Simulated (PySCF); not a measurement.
Cl2, singlet, geometry from GFN2-xTB. Base run: DF-B3LYP/def2-SV(P) in PySCF.

Here is a job for PySCF.
```python
from pyscf import gto, scf, dft

mol = gto.M(
    atom='''
Cl   -0.000000   -0.000000   -1.008426
Cl    0.000000    0.000000    1.008426
''',
    basis='def2-sv(p)',
    charge=0,
    spin=0,
    verbose=4,
)

mf = dft.RKS(mol)
mf.xc = 'b3lyp'
mf = mf.density_fit(auxbasis='def2-universal-jkfit')
mf.kernel()
```

Each row names what was changed in the base input (with any setting that the change needs).

```tsv
change	basis functions	E (Eh)	HOMO (eV)	HOMO-LUMO gap (eV)
base	36	-920.09298	-8.18	4.94
basis = STO-3G	18	-910.32272	-7.06	5.39
basis = 3-21G	26	-915.93375	-8.65	4.73
basis = cc-pVDZ	36	-920.39643	-8.37	4.87
basis = pc-1	36	-920.39394	-8.55	4.84
basis = pcseg-1	36	-920.35836	-8.60	4.86
basis = 6-31+G*	44	-920.34600	-8.60	4.78
basis = cc-pV(D+d)Z	46	-920.40013	-8.37	4.84
basis = 6-311G**	52	-920.40518	-8.68	4.84
basis = def2-SVPD	54	-920.10811	-8.65	4.76
basis = aug-pcseg-1	54	-920.36089	-8.59	4.82
basis = 6-311+G(2d,p)	70	-920.41848	-8.55	4.79
basis = def2-QZVP	140	-920.45259	-8.51	4.88
```

Totals compare only among sets that treat the same electrons; sets with core potentials leave the core out.
